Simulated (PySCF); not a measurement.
BiI₃, SMILES [I][Bi]([I])[I]. Atoms are numbered in the order given.

```xyz
4

Bi     0.0000     0.0000     0.8612
I      2.1887     1.2637    -0.4496
I     -2.1887     1.2637    -0.4496
I      0.0000    -2.5273    -0.4496
```
Charge 0, spin multiplicity 1.

Coordinates come from a B3LYP-D3(BJ)/def2-SVP optimisation. The isomer is the one that the SMILES or the coordinates give; other isomers of the formula were not compared. The def2 effective core potentials stand for the cores of Bi, I; spin–orbit coupling is left out.

Method: HF/def2-TZVP (PySCF).

Symmetry labels are those of the subgroup Cs that the program uses (full group C3v).

Computed valence orbital energies around the gap with their symmetry:
```json
[
 {"orbital": "HOMO−7", "symmetry": "A\"", "energy (eV)": "-12.16"},
 {"orbital": "HOMO−6", "symmetry": "A'", "energy (eV)": "-11.57"},
 {"orbital": "HOMO−5", "symmetry": "A'", "energy (eV)": "-10.60"},
 {"orbital": "HOMO−4", "symmetry": "A\"", "energy (eV)": "-10.60"},
 {"orbital": "HOMO−3", "symmetry": "A'", "energy (eV)": "-10.07"},
 {"orbital": "HOMO−2", "symmetry": "A\"", "energy (eV)": "-10.07"},
 {"orbital": "HOMO−1", "symmetry": "A\"", "energy (eV)": "-10.05"},
 {"orbital": "HOMO", "symmetry": "A'", "energy (eV)": "-9.70"},
 {"orbital": "LUMO", "symmetry": "A'", "energy (eV)": "-0.51"},
 {"orbital": "LUMO+1", "symmetry": "A'", "energy (eV)": "0.22"},
 {"orbital": "LUMO+2", "symmetry": "A\"", "energy (eV)": "0.22"},
 {"orbital": "LUMO+3", "symmetry": "A'", "energy (eV)": "4.60"}
]
```
